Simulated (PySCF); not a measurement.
Molfile (atoms numbered from 1):
```
C2H6Cl4Si2
     RDKit          3D

 14 13  0  0  0  0  0  0  0  0999 V2000
    0.7236    2.0313    0.9461 C   0  0  0  0  0  0  0  0  0  0  0  0
   -0.1309    1.1611   -0.4549 Si  0  0  0  0  0  4  0  0  0  0  0  0
    0.1672    2.2197   -2.2010 Cl  0  0  0  0  0  0  0  0  0  0  0  0
   -2.1691    1.0591   -0.0691 Cl  0  0  0  0  0  0  0  0  0  0  0  0
    0.5828   -1.0364   -0.7848 Si  0  0  0  0  0  4  0  0  0  0  0  0
   -0.0723   -2.2436    0.4662 C   0  0  0  0  0  0  0  0  0  0  0  0
    2.6566   -0.9949   -0.6829 Cl  0  0  0  0  0  0  0  0  0  0  0  0
    0.0167   -1.6328   -2.6775 Cl  0  0  0  0  0  0  0  0  0  0  0  0
    0.5276    1.5098    1.8955 H   0  0  0  0  0  0  0  0  0  0  0  0
    1.8092    2.0411    0.7640 H   0  0  0  0  0  0  0  0  0  0  0  0
    0.3652    3.0682    1.0309 H   0  0  0  0  0  0  0  0  0  0  0  0
    0.3064   -1.9963    1.4696 H   0  0  0  0  0  0  0  0  0  0  0  0
   -1.1721   -2.2002    0.4792 H   0  0  0  0  0  0  0  0  0  0  0  0
    0.2420   -3.2671    0.2119 H   0  0  0  0  0  0  0  0  0  0  0  0
  1  2  1  0
  2  3  1  0
  2  4  1  0
  2  5  1  0
  5  6  1  0
  5  7  1  0
  5  8  1  0
  1  9  1  0
  1 10  1  0
  1 11  1  0
  6 12  1  0
  6 13  1  0
  6 14  1  0
M  END
```

Geometry: PBE0-D3(BJ)/def2-SVP; GIAO shifts from PySCF, gas phase, non-relativistic, averaged over equivalent atoms.

At PBE0/6-31G (108 basis functions, 17 s wall time on 1 thread of an Arm Neoverse V1, shared host):
```csv
atoms,δ (ppm)
C1/C6,6.5
Si2/Si5,92.3
Cl3/Cl4/Cl7/Cl8,10.5
H9/H10/H11/H12/H13/H14,0.68
```

Chemical shifts δ = σref − σ; TMS for 13C (199.54 ppm) and 29Si (444.75 ppm) and 1H (32.61 ppm); HCl for 35Cl (931.27 ppm), all at this level.

Task: Estimate the result of repeating the calculation with WP04/pcSseg-1.

Result: 
```csv
atoms,δ at WP04/pcSseg-1,change
C1/C6,7.4,+0.9
Si2/Si5,41.4,-50.9
Cl3/Cl4/Cl7/Cl8,32.6,+22.1
H9/H10/H11/H12/H13/H14,0.81,+0.13
```

Shifts are taken against calculated references (same method and geometry level): 13C (σref 172.44), 29Si (σref 338.69), 1H (σref 31.56) against TMS; HCl for 35Cl (σref 900.97).

The largest change is at Si2/Si5 (silicon bonded to C, 2 Cl, Si). Cost: 208 basis functions, 55 s wall time on 1 thread of an Arm Neoverse N1, shared host.
